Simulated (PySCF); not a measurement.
# Electron affinity of Ca by level of theory

Ca⁻ [Ar] 3d1 4s2 (2D) → Ca [Ar] 4s2 (1S), as a difference of total energies. Calculation: PySCF 2.14, in x2c-TZVPPall with one added diffuse shell each of s, p, d type (7s6p4d, 45 functions); the spin-free X2C one-electron Hamiltonian (Gaussian nucleus). Correlated levels: valence: [Ar] frozen. The calculations carry no spin-orbit coupling.

| method | electron affinity (eV) |
| --- | --- |
| UHF | -1.317 |
| MP2 (valence) | -1.246 |
| SCS-MP2 (valence) | -1.252 |
| CCSD (valence) | -1.135 |

Estimate what CCSDT (valence) gives.

-1.036 eV, closest to CCSD (valence) among the rows shown.

Estimate what CCSD(T) (valence) gives.

-1.089 eV, closest to CCSD (valence) among the rows shown.

The configuration of this anion was assumed by filling the next shell in order. It is not the known or likely ground configuration (Ca⁻, Sr⁻ and Ba⁻, for instance, bind a p electron), so these values are not the electron affinity of the element.

A negative affinity means that the anion lies above the atom at that level of theory.

The coupled-cluster amplitudes are large for Ca⁻ (T1 above 0.03 or a double amplitude above 0.15), so a single reference is strained.
